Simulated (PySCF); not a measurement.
C3H6BNO2, SMILES OB1CN=COC1.

Geometry optimised at ωB97X-D3(BJ)/def2-SVP. The structure was generated by enumeration, and PubChem lists no compound with its InChIKey, so it may never have been made. One conformer was computed; it need not be the lowest.

The numbers are results of TDA-CAM-B3LYP/def2-SVPD in PySCF, not measurements.

Vertical excitations. The molecule is in vacuum. State labels are in the subgroup Cs.

Computed UV-visible absorptions:
| state | symmetry | energy (eV) | λ (nm) | f | main pairs |
|---|---|---|---|---|---|
| S1 | A" | 5.61 | 221 | 0.001 | HOMO→LUMO+1 75 %, HOMO→LUMO+3 19 % |
| S2 | A" | 5.97 | 208 | 0.006 | HOMO→LUMO+3 66 %, HOMO→LUMO+1 19 % |
| S3 | A' | 6.33 | 196 | 0.013 | HOMO→LUMO 83 % |
| S4 | A' | 6.43 | 193 | 0.008 | HOMO−1→LUMO+1 98 % |
| S5 | A" | 6.71 | 185 | 0.004 | HOMO−1→LUMO 77 %, HOMO−1→LUMO+2 20 % |
| S6 | A' | 6.93 | 179 | 0.025 | HOMO→LUMO+2 78 % |
| S7 | A" | 7.30 | 170 | 0.000 | HOMO−1→LUMO+2 72 %, HOMO−1→LUMO 20 % |
| S8 | A" | 7.65 | 162 | 0.001 | HOMO−2→LUMO+1 91 % |
| S9 | A' | 7.67 | 162 | 0.243 | HOMO−1→LUMO+3 84 % |
| S10 | A' | 7.80 | 159 | 0.024 | HOMO→LUMO+4 81 % |
| T1 | A' | 4.95 | 250 | 0 | HOMO−1→LUMO+3 71 %, HOMO−1→LUMO+6 12 % |
| T2 | A" | 5.00 | 248 | 0 | HOMO→LUMO+3 49 %, HOMO→LUMO+1 36 % |
| T3 | A" | 5.47 | 227 | 0 | HOMO→LUMO+1 53 %, HOMO→LUMO+3 30 % |
| T4 | A' | 6.24 | 199 | 0 | HOMO→LUMO 75 % |
Triplets are in the Tamm–Dancoff approximation.
